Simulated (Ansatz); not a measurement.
Born–Oppenheimer molecular dynamics of Cl₃H₃HfOSi (9 atoms, charge 0, multiplicity 1). It starts from a relaxed structure.

Computed with RHF/def2-SVP (Ansatz).

```json
{
  "ensemble": "NVT, Nosé–Hoover chain",
  "time step": "0.5 fs",
  "steps asked": "250",
  "set temperature": "2000 K",
  "thermostat": "time constant 3 fs, chain length 1",
  "seed": "172621"
}
```

First frame:

```xyz
9
Properties=species:S:1:pos:R:3
Hf -0.111 -0.041 -0.202
O -0.785 -0.242 1.576
Si -1.367 -0.416 3.128
H -2.577 -1.260 3.093
H -0.327 -1.056 3.959
H -1.696 0.918 3.667
Cl 2.258 0.051 -0.099
Cl -0.981 1.972 -1.110
Cl -0.815 -1.906 -1.488
```

**Question.** How far do the bonds stretch over the last three quarters of this one trajectory? (Pairs bonded in most of those frames.)

**Answer.** 
| bond | mean (Å) | spread (Å) | shortest | longest |
| --- | --- | --- | --- | --- |
| Hf1–O2 | 1.904 | 0.074 | 1.80 | 2.05 |
| Hf1–Si3 | 3.423 | 0.086 | 3.28 | 3.63 |
| Hf1–Cl7 | 2.388 | 0.080 | 2.25 | 2.49 |
| Hf1–Cl8 | 2.430 | 0.048 | 2.35 | 2.51 |
| Hf1–Cl9 | 2.445 | 0.122 | 2.26 | 2.62 |
| O2–Si3 | 1.676 | 0.048 | 1.58 | 1.74 |
| Si3–H4 | 1.490 | 0.039 | 1.42 | 1.57 |
| Si3–H5 | 1.517 | 0.135 | 1.26 | 1.75 |
| Si3–H6 | 1.567 | 0.176 | 1.27 | 1.93 |

Mean temperature of the second half: 1983 K. The conserved energy stayed within 2.1 meV per atom of its start (net change 0.56 meV per atom), so the integration is sound. A run of 0.12 ps of so small a system gives no equilibrium averages.

Time of the run: 5.8 min on 4 threads of Arm Neoverse V2, on a shared host, peak memory 0.35 GiB.
